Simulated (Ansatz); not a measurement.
The cluster Cu₄Ag⁻, relaxed as a singlet with RKS PBE-D4/def2-SVPD in Ansatz, starting from the GFN1-xTB geometry. Force threshold 0.02 eV/Å.

In the def2 sets Ag takes a core potential; there is no spin–orbit coupling. The restricted singlet is unstable towards broken spin symmetry in Hartree–Fock (as tested in another run); at PBE-D4/def2-SVPD this wasn't settled. The highest occupied level of the charge -1 singlet lies above zero (up to 0.06 eV). The electron is either unbound and held by the finite basis, or the level is raised by self-interaction error. The relaxation made no stability test and no search for a lower SCF solution. No other spin state of charge -1 was run. The structure comes from a short search, and lower isomers may exist.

Start:

```xyz
5

Ag   -0.880   -2.456   -0.096
Cu   -1.053   -0.305    1.291
Cu    0.089    1.636    0.711
Cu    0.362   -0.404   -0.685
Cu    1.481    1.529   -1.222
```

Q: Estimate the energy that the relaxation releases and the steps that it takes.

A: 0.02 eV, in 4 steps; 13 s on 4 threads of Arm Neoverse V1 on a shared host. No frequencies were taken in this run, so the end may be a saddle point.

Q: Does the start keep its bonding and symmetry?

A: By distances, no bond broke or formed. The bond that changes most is Cu3–Cu4, from 2.49 to 2.39 Å (atoms count from 1). Point group Cs at the start, Cs at the end, both within 0.05 Å.

Q: Predict the relaxed structure.

A: 
```xyz
5

Ag   -0.869   -2.483   -0.123
Cu   -1.071   -0.303    1.312
Cu    0.102    1.616    0.690
Cu    0.338   -0.363   -0.628
Cu    1.500    1.533   -1.251
```
Bond lengths (bridged metal pairs left out): 5 × Cu–Cu 2.31 to 2.40 Å; 2 × Ag–Cu 2.49 to 2.62 Å.
